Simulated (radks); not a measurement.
Results of a calculation; reference values are marked as such.
All-electron atom: the calcium ion Ca+ in [Ar] 4s1. Code: a radial shooting solver on a logarithmic mesh with Libxc functionals. Model: non-relativistic Kohn-Sham, exchange-only PBE, spin-polarised, spherical densities, point nucleus; open shells are filled with parallel spins first.

Unscreened Slater integrals over Kohn-Sham orbitals (cm^-1). They are taken over the spin-up orbitals.

integral,value
"F0(4s,4s)",54247
"F0(4s,3p)",69143
"G1(4s,3p)",4798.5
"F0(4s,3s)",69713
"G0(4s,3s)",3240.6
"F0(4s,2p)",74522
"G1(4s,2p)",1595.4
"F0(3p,3p)",155760
"F2(3p,3p)",77962
"F0(3p,3s)",162470
"G1(3p,3s)",107750
"F0(3p,2p)",212800
"F2(3p,2p)",39082
"G0(3p,2p)",15360
"G2(3p,2p)",15738
"F0(3s,3s)",170080
"F0(3s,2p)",226610
"G1(3s,2p)",17786
"F0(2p,2p)",611130
"F2(2p,2p)",285760
